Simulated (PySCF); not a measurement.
NP. Atoms are numbered in the order given.

```xyz
2

N      0.0000     0.0000    -1.0136
P      0.0000     0.0000     0.4730
```
Charge 0, spin multiplicity 1.

Geometry optimised at r2SCAN-D4/def2-TZVPD.

Level of theory: r2SCAN-D4/def2-TZVPD in PySCF.

Frequencies are harmonic and unscaled.

| mode | ν (cm⁻¹) | IR (km/mol) | Raman (Å⁴/amu) | depolarisation | moving atoms (share of kinetic energy) |
|---|---|---|---|---|---|
| 1 | 1389 | 1.6 | 42.8 | 0.09 | N 69 %, P 31 % |
